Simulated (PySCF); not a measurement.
## Working out the ionisation energy of Pd

Pd [Kr] 4d10 (1S) → Pd+ [Kr] 4d9 (2D). Calculation: PySCF 2.14, in def2-TZVP with the def2 core potential (28 electrons); scalar relativity through the core potential. Frozen: 4s2 4p6. Energies in hartree (1 hartree = 27.21139 eV):

```json
{"part": "UHF", "Pd (lower)": "-127.030194", "Pd+ (upper)": "-126.799387"}
{"part": "MP2 opposite-spin", "Pd (lower)": "-0.170732", "Pd+ (upper)": "-0.130138"}
{"part": "MP2 same-spin", "Pd (lower)": "-0.097250", "Pd+ (upper)": "-0.075332"}
```

Question: What does Hartree-Fock give?

Answer: (-126.799387) − (-127.030194) = 0.230807 hartree = 6.281 eV.

Question: What do MP2 and SCS-MP2 (6/5 opposite-spin, 1/3 same-spin) give?

Answer: The opposite-spin parts differ by 1.105 eV and the same-spin parts by 0.596 eV. MP2: 6.281 + (1.105) + (0.596) = 7.982 eV. SCS-MP2: 6.281 + 1.2 × (1.105) + (0.596)/3 = 7.806 eV.

Measured between the centres of the two terms (NIST): 8.512 eV, so MP2 (valence) is off by -0.530 eV.

What remains against the reference includes basis incompleteness, the frozen core and correlation beyond second order.
